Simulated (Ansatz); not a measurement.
Reactions of CH4O2Sn, SMILES `C[O][Sn][OH]`.

Gas-phase electronic energies from Ansatz, PBE0-D4/def2-TZVP geometries. CBS: MP2 limit from def2 TZ/QZ plus the TZ coupled-cluster correction, frozen cores. This one scheme is used for every species. DFT in def2-TZVPP. def2 core potentials past Kr. For Sn outer-core shells are correlated without core-valence functions, which leaves a few kJ/mol of doubt a bond. Each species was taken in one conformer, which may not be the lowest.

```
                                                                       reaction  B97M-V (eV)  ωB97M-V (eV)  r2SCAN-D4 (eV)  CCSD(T)/CBS(def2) (eV)
                                  `C[O][Sn][OH]` + HCl → `[OH][Sn][Cl]` + CH₃OH        -0.65         -0.65           -0.66                   -0.63
                                   `C[O][Sn][OH]` + H–F → `[OH][Sn][F]` + CH₃OH        -0.45         -0.40           -0.41                   -0.33
               `C[O][Sn][OH]` + `N[SiH](S)Cl` → `CS[SiH](N)Cl` + `[OH][Sn][OH]`        -0.43         -0.47           -0.46                   -0.50
                             `C[O][Sn][OH]` + `CNC` → `C[N](C)[Sn][OH]` + CH₃OH         0.36          0.34            0.31                    0.27
                       `C[O][Sn][OH]` + `O[SiH3]` → `[OH][Sn][O][SiH3]` + CH₃OH        -0.25         -0.24           -0.22                   -0.26
`C[O][Sn][OH]` + `[SH][SnH]([Cl])[Cl]` → `C[S][SnH]([Cl])[Cl]` + `[OH][Sn][OH]`        -0.49         -0.53           -0.54                   -0.58
```

Largest T1 diagnostic: 0.018, for `[OH][Sn][F]`.
